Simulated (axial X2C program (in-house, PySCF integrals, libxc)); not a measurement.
SiAs at several levels of theory

Computed with an axial X2C code built on PySCF integrals. Spin-free means the one-electron spin-free X2C Hamiltonian. Basis: As dyall-cv3z [9s9p6d4f1g], Si dyall-v3z [8s7p2d1f] (cores contracted in-house); Gaussian nuclei, density fitting, unrestricted open shells. Masses: As 74.922 u, Si 27.977 u.

Input file and command:
```json
{"zs": [33, 14], "q": 0, "bas": ["dyall-cv3z", "dyall-v3z"], "levels": ["PBE0", "HF", "B3LYP"], "cc": true, "r0": 2.37, "thr": -2.0, "nmax": 90, "npts": 10, "nst": 2, "ntry": 6}
```
```bash
python so2c.py task.json out
```

Keys: zs atomic numbers; q charge; bas basis sets; levels methods; cc coupled cluster on or off; r0 starting distance in Å; thr threshold in hartree for freezing inner shells (an s shell follows its p shell); nmax most natural virtual spinors; npts points on the curve; nst determinants followed; ntry starts of the search. HF also brings MP2.

State, spin-free: M_S = 1/2, Λ = 1 (beyond evenly filled blocks: π+α, π+β, π-α); electrons by block: σα: 12, σβ: 12, π+α: 5, π+β: 5, π-α: 5, π-β: 4, δ+α: 1, δ+β: 1, δ-α: 1, δ-β: 1. Fragments: As + Si.

```csv
Hamiltonian,level,Re (Å),ωe (cm⁻¹),ωexe (cm⁻¹),Be (cm⁻¹),αe (cm⁻¹),De (eV),D0 (eV),μ (D)
spin-free,PBE0,2.173,503.7,n/a,0.1752,0.000695,3.21,3.18,0.57
spin-free,HF,2.236,360.6,n/a,0.1656,0.000935,1.10,1.07,0.61
spin-free,CCSD,2.171,509.0,2.73,0.1755,0.000963,2.74,2.70,n/a
spin-free,CCSD(T),2.177,509.4,2.08,0.1746,0.000859,2.96,2.93,n/a
spin-free,B3LYP,2.187,487.4,1.37,0.1731,0.000716,3.37,3.34,0.66
```

Correlated methods: 9 electrons correlated (number of frozen shells: As 3 s, 2 p, 1 d; Si 2 s, 1 p), 203 virtual spin orbitals or spinors in MP2, 90 natural virtuals in coupled cluster.

Dipoles are positive if Si is the positive end.

The state is a single determinant with fixed occupations, the lowest that a limited PBE0 search found. Dissociation energies refer to the lowest single-determinant-based atoms at the same level and basis. CCSD and (T) use frozen natural virtuals with an MP2 correction for the truncation; (T) itself is uncorrected, so its De runs slightly low. PBE0 can misorder states that lie within some tenths of an eV, so this need not be the ground state of the molecule. The nearest other spin-free determinant of the search, M_S = 1/2, Λ = 0, lies 0.25 eV up at the distance of the search. The functionals have no current-density term, which raises determinants with orbital currents, atoms included. The determinant is spin-polarised beyond a pure state at some levels (its spin-free form has ⟨S²⟩ too high), which makes Re and μ there less reliable. The T1 diagnostic is large, a sign of multireference character.

No reliable constants came from B3LYP (2c), CCSD (2c), CCSD(T) (2c), HF (2c), MP2 (2c), MP2 (spin-free), PBE0 (2c): no minimum in range, unconverged points, a curve that is not smooth, a change of character along it, or the two Hamiltonians disagreeing along it.

The whole task took 110 s on 1 thread of AMD EPYC 7B13 (Zen 3), with other jobs on the host.
